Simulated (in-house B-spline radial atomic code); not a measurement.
The numbers below are computed, except where a source is named.
**Mg in an electron gas of r_s = 1.8: phase shifts, screening and friction**

A nucleus sits in a uniform electron gas with a rigid positive background. The Kohn-Sham equations are solved self-consistently in the spin-unpolarised LDA (PW92), non-relativistic, on B-splines with outgoing waves at the boundary and partial waves to l = 8. The model has no lattice, no bands and no magnetic solution. Atomic units; δ_l are the phase shifts at the Fermi level, counted so that each bound state adds π, and good to about 0.0005.

The density parameter is r_s = 1.8 bohr.

```json
{"l": "0", "δ_l (rad)": "6.0381"}
{"l": "1", "δ_l (rad)": "3.5103"}
{"l": "2", "δ_l (rad)": "0.3549"}
{"l": "3", "δ_l (rad)": "0.0530"}
{"l": "4", "δ_l (rad)": "0.0107"}
{"l": "5", "δ_l (rad)": "0.0025"}
{"l": "6", "δ_l (rad)": "0.0005"}
{"l": "7", "δ_l (rad)": "0.0001"}
{"l": "8", "δ_l (rad)": "0.0000"}
```

Bound levels below the band bottom (hartree): s -45.46, s -2.478, p -1.29.

Question: Check the Friedel sum rule, and say where the screening charge sits.

Answer: k_F = (9π/4)^(1/3)/r_s = 1.06620. The rule is Z = (2/π) Σ (2l + 1) δ_l. The terms are s 3.844, p 6.704, d 1.130, f 0.236 and 0.084 beyond, in all 11.998 against Z = 12. Bound states hold 4 s, 6 p, 0 d electrons, so the scattering states carry 2.00 in all; where a term is smaller than its bound count, the bound level has drawn weight out of the band.

Question: Find the transport cross section and the electronic stopping of a 1 keV Mg ion (mass 24.3 u).

Answer: σ_tr = (4π/k_F²) Σ (l + 1) sin²(δ_l − δ_(l+1)). The terms for l = 0 to 3 are 0.3317, 0.0004, 0.2652, 0.0072, all together 0.6049, so σ_tr = 11.054 × 0.6049 = 6.686 bohr². With n = 3/(4π r_s³) = 0.04093, the friction coefficient is Q = n k_F σ_tr = 0.2918. For v well below v_F = 1.066, dE/dx = Q v; with 24801 eV per u at v = 1, v = √(1000/(24801 × 24.3)) = 0.0407, so dE/dx = 0.01189 hartree/bohr = 6.11 eV/nm. The largest term couples the s and p waves.
